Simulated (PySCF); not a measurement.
**How methods differ on the excitation energy of Si**

Si [Ne] 3s2 3p2 (3P) → Si [Ne] 3s1 3p2 4s1 (5P), as a difference of total energies. Computed with PySCF 2.14 in dyall-av3z (19s12p3d2f, 84 functions), with no relativity, point nucleus. Correlated levels: valence: [Ne] frozen; virtual orbitals above 40 to 60 times the deepest correlated orbital energy dropped. The calculations carry no spin-orbit coupling.

```
           method  excitation energy (eV)
              UHF                   8.464
    MP2 (valence)                   9.601
SCS-MP2 (valence)                   9.959
   CCSD (valence)                   9.878
CCSD(T) (valence)                   9.937
```

How much does correlation contribute at CCSD(T) (valence)?

9.937 − (8.464) = 1.473 eV, measured against UHF.

The upper state lies above the first ionisation limit, but in LS coupling its spin forbids autoionisation to the ground ion. A Rydberg-like electron needs more diffuse functions than a valence basis has.

The promoted electron is Rydberg-like, and one or two diffuse shells describe it only roughly, which tends to raise the upper state.
